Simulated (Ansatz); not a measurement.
`C[N](C)[Sn][F]` + H–F → `[F][Sn][F]` + `CNC` at 400 K and 1 bar (ligand exchange at the Sn–N bond).

Program: Ansatz. Geometries: PBE0-D4/def2-TZVP. ΔE: electronic, gas phase. CCSD(T)/CBS is the MP2 limit (def2-TZVPP, def2-QZVPP) plus CCSD(T) − MP2 in def2-TZVPP, frozen cores. This one scheme is used for every species. def2 core potentials past Kr. For Sn outer-core shells are correlated without core-valence functions, which leaves a few kJ/mol of doubt a bond. One conformer a species, not always the lowest.

```csv
species,CCSD(T)/CBS energy (Eh),H − E (kJ/mol),S (J/(mol·K))
`C[N](C)[Sn][F]`,-448.28993,251.6,389.1
H–F,-100.39570,36.5,182.2
`[F][Sn][F]`,-413.70076,25.8,297.0
`CNC`,-135.00321,264.6,293.2
```

H − E and S are ideal-gas, rigid-rotor, harmonic terms from PBE0-D4/def2-TZVP, for one conformer and one mirror image of each species. 1 Eh = 2625.50 kJ/mol, R = 8.31446 J/(mol·K).

Task: By hand: ΔE, ΔH, ΔS and ΔG.

Result: ΔE = (-413.70076) + (-135.00321) − (-448.28993) − (-100.39570) = -0.01834 Eh = -48.2 kJ/mol. Δ(H − E) = 25.8 + 264.6 − 251.6 − 36.5 = 2.3, so ΔH = -45.9 kJ/mol. ΔS = 297.0 + 293.2 − 389.1 − 182.2 = 18.9 J/(mol·K). ΔG = -45.9 − 400 × (18.9)/1000 = -53.5 kJ/mol.

Task: By hand: the equilibrium constant, and the temperature at which ΔG would vanish if ΔH and ΔS stayed fixed.

Result: log₁₀ K = −ΔG/(RT ln 10) = 7.0. ΔH and −TΔS have one sign here, so there is no such temperature.

ΔH outweighs TΔS. A doubt of 5 kJ/mol in ΔE shifts log₁₀ K by 0.7 here. Other conformers and mirror images would add mixing entropy, several J/(mol·K) or more a flexible species. These are equilibria of isolated gas molecules and say nothing of rates. Largest T1 diagnostic: 0.017 (customary marks: 0.02 for closed shells, 0.045 for open ones).
